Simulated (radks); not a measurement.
Results of a calculation; reference values are marked as such.
Task: Coherent X-ray form factor from a spherical all-electron density. Level of theory: scalar-relativistic Kohn-Sham, PBEsol, spin-polarised, spherical densities, finite nucleus; Fermi nuclear charge, rms radius of each element as measured or else 0.836 A^(1/3) + 0.57 fm (a radial shooting solver on a logarithmic mesh with Libxc functionals).

sin(theta)/lambda (1/angstrom),f0 (electrons)
0.05,44.858
0.1,44.435
0.15,43.746
0.2,42.812
0.25,41.663
0.3,40.331
0.4,37.275
0.5,33.953
0.6,30.647
0.8,24.861
1,20.674
1.25,17.327
1.5,15.073
2,11.380

The species is in the configuration that NIST lists as its ground one. Which atom or ion scatters so?

Result: The europium ion Eu18+, [Kr] 4d9. Extrapolating in s^2 from the first two rows gives f0(0) = 45.0, near the electron count 45; among species with that count, the fall with angle is slower the higher Z, and the table is that of Z = 63; from so few rows the species is fixed only to a neighbour or two.
